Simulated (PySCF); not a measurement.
CF4 (SMILES FC(F)(F)F), singlet, at a GFN2-xTB geometry. Base run: R2SCAN/def2-SV(P) run with PySCF.

Here is a job for PySCF.
```python
from pyscf import gto, scf, dft

mol = gto.M(
    atom='''
C     0.00000000    0.00000000   -0.00000000
F     0.76156680    0.76669051    0.74768414
F    -0.74940203   -0.75691441    0.76961488
F    -0.76791520    0.75064431   -0.75740957
F     0.75575043   -0.76042041   -0.75988945
''',
    basis='def2-sv(p)',
    verbose=4,
)

mf = dft.RKS(mol)
mf.xc = 'r2scan'
mf.kernel()
mf.analyze()
```

Each row names what was changed in the base input (with any setting that the change needs).

| change | ΔE vs base (mEh) | SCF cycles | outcome |
|---|---|---|---|
| base | 0.000 | 8 | converged |
| conv_tol = 1e-11 | 0.000 | 8 | converged |
| DIIS = EDIIS | - | 50 | not converged |
| conv_tol_grad = 1e-3 | 0.000 | 8 | converged |
| conv_tol = 1e-4 | 0.011 | 4 | converged |
| level_shift = 0.3 (with mf.max_cycle = 100) | 0.000 | 10 | converged |
| init_guess = atom | 0.000 | 7 | converged |
| diis_space = 20 | 0.000 | 8 | converged |
| init_guess = sap | 0.000 | 8 | converged |
| conv_tol = 1e-7 | 0.000 | 7 | converged |
| DIIS = ADIIS | 0.000 | 16 | converged |
| init_guess = mod_huckel | 0.000 | 9 | converged |
| level_shift = 0.1 (with mf.max_cycle = 100) | 0.000 | 8 | converged |
